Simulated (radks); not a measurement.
Results of a calculation; reference values are marked as such.
Effect of the nuclear size on the phosphorus ion P+, [Ne] 3s2 3p2. Code: a radial shooting solver on a logarithmic mesh with Libxc functionals. Model: Dirac Kohn-Sham, exchange-only LDA, spin-unpolarised, spherical densities, finite nucleus; open shells are shared between the two j in proportion to 2j + 1; Fermi nuclear charge, rms radius 3.1889 fm. The rms radius is varied about that value; shifts are against it.

[
 {"rms radius (fm)": "2.7329", "total energy shift (eV)": "-0.00195", "density at nucleus (e/bohr^3)": "2373", "1s1/2 shift (meV)": "-0.815", "2s1/2 shift (meV)": "-0.054"},
 {"rms radius (fm)": "3.0231", "total energy shift (eV)": "-0.000743", "density at nucleus (e/bohr^3)": "2370", "1s1/2 shift (meV)": "-0.311", "2s1/2 shift (meV)": "-0.021"},
 {"rms radius (fm)": "3.1889", "total energy shift (eV)": "0", "density at nucleus (e/bohr^3)": "2368", "1s1/2 shift (meV)": "0.000", "2s1/2 shift (meV)": "0.000"},
 {"rms radius (fm)": "3.4855", "total energy shift (eV)": "0.00143", "density at nucleus (e/bohr^3)": "2365", "1s1/2 shift (meV)": "0.597", "2s1/2 shift (meV)": "0.040"},
 {"rms radius (fm)": "3.8554", "total energy shift (eV)": "0.00338", "density at nucleus (e/bohr^3)": "2361", "1s1/2 shift (meV)": "1.41", "2s1/2 shift (meV)": "0.094"}
]

Slopes of the eigenvalues against <r^2> in GHz/fm^2, as finite differences over the two radii next to the reference (eigenvalue slopes, not the field-shift constants of lines): 1s1/2 72.9, 2s1/2 4.87.
